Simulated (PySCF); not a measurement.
CH12O2Si5.
Atom-mapped SMILES: `[CH3:1][O:2][Si@H:3]1[SiH2:4][Si@@H:5]([O:6][SiH3:7])[SiH2:8]1`

NICS is the negative of the GIAO shielding at a point without a nucleus: at the ring centre (0) and 1 Å above and below it (1); zz is the component along the ring normal. Level: GIAO PBE0/pcSseg-1 (PySCF, non-relativistic, gas phase) on the GFN2-xTB geometry, one conformer.

Ring bond lengths (Å), with Mayer bond orders in brackets: Si3–Si4 2.377 (0.81), Si4–Si5 2.364 (0.85), Si5–Si8 2.364 (0.84), Si8–Si3 2.378 (0.82).

Task: What do the NICS probes read (ppm)?

Result: 
```json
{"ring": "Si3–Si4–Si5–Si8", "type": "4-membered ring with 4 Si; formal bonds all single", "NICS(0)": "4.5", "NICS(1), two faces": "-1.5 / 1.3", "NICS(1)zz, two faces": "1.8 / 5.8", "rms pucker (Å)": "0.07", "centre to ring atoms, mean (Å)": "1.68"}
```

Task: What do they say, and how far can they be read as aromaticity?

Result: 
- Si3–Si4–Si5–Si8: mean NICS(1)zz 3.8 ppm, deshielded. Si3, Si4, Si5, Si8 have four or more neighbours; no verdict on aromaticity is drawn. The two faces differ by 4.0 ppm, so no symmetry operation interchanges them.

Task: What is the mean of the two in-plane components of NICS at the second NICS(1) probe listed for ring Si3–Si4–Si5–Si8, 1 Å off the ring?

Result: The isotropic value is a third of the trace: (3 × 1.3 − (5.8))/2 = -0.9 ppm.

Task: Give the inner angles of the rings and the Hirshfeld charges of the ring atoms.

Result: 
- Si3–Si4–Si5–Si8: Si3 90.3° (+0.250 e), Si4 89.0° (+0.119 e), Si5 91.0° (+0.256 e), Si8 89.0° (+0.120 e); sum 359.3° against 360° for a flat convex ring.

The values belong to the conformer `[CH3:1][O:2][Si@H:3]1[SiH2:4][Si@@H:5]([O:6][SiH3:7])[SiH2:8]1`: C1–O2–Si3–Si4 -53°, Si4–Si5–O6–Si7 40°.
